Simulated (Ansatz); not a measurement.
Two isomers of CH5FSSi: A = `FCS[SiH3]`, B = `F[SiH2]CS`.

Computed with Ansatz on PBE0-D4/def2-TZVP structures; ΔE is electronic, products minus reactants. CBS: MP2 limit from def2 TZ/QZ plus the TZ coupled-cluster correction, frozen cores. Functionals use def2-TZVPP. B3LYP here is the variant with VWN-RPA as its local correlation; programs differ in this. One conformer a species, not always the lowest.

Which isomer does CCSD(T)/CBS put lower? Give the gap. (Estimate.)

Ansatz gave: B, by 39.3 kcal/mol.

Give E(B) − E(A) in kcal/mol with BLYP-D4, PBE-D4, ωB97M-V, CCSD(T)/def2-TZVPP, B3LYP-D4, B3LYP, r2SCAN-D4. (An estimate is asked.)

Ansatz gave: BLYP-D4 -35.3, PBE-D4 -33.7, ωB97M-V -37.9, CCSD(T)/def2-TZVPP -38.7, B3LYP-D4 -36.8, B3LYP -36.6, r2SCAN-D4 -36.7. None reverses the order clearly.

Does the order hold for the free energy at 298.15 K (harmonic terms from PBE0-D4)? (An estimate is asked.)

Ansatz gave: Yes: G(B) − G(A) = -39.0 kcal/mol, for one conformer each.

Largest T1 diagnostic: 0.012.

From r2SCAN to r2SCAN0 (25 % exact exchange), in def2-TZVPP and without D4, E(B) − E(A) moves by −1.1 kcal/mol. Leaving LDA and LC-ωPBE aside and taking each functional with its dispersion term where it has one, the values, not all of them listed here, spread over 5.3 kcal/mol, from BHLYP-D4 to revPBE-D4. LDA lies −1.0 kcal/mol from PBE without D4.
